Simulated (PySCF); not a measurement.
A structure optimised at PBE0-D3(BJ)/def2-SVP, used in a PySCF frequency run:

```
Si
O 1 1.6619
C 2 1.4001 1 124.42
H 3 1.1007 2 108.91 1 -179.43
H 3 1.1047 4 108.14 2 121.82
H 3 1.1057 4 107.90 5 116.43
O 1 1.6649 2 112.06 3 -62.66
H 7 0.9623 1 115.44 2 -69.76
H 1 1.4878 2 110.47 3 52.19
C 1 1.8566 9 114.36 7 122.11
C 10 1.3385 1 122.55 9 120.67
H 11 1.0953 10 120.87 1 -0.87
H 11 1.0961 12 116.89 10 179.88
H 10 1.0983 11 118.60 12 179.80
```
Charge 0, spin multiplicity 1.

### Question
Write its SMILES and formula.

### Answer
C=C[Si@@H](O)OC, C3H8O2Si

### Question
What are its rotational constants (standard atomic weights)?

### Answer
3.7929, 2.2339, 1.5533 GHz
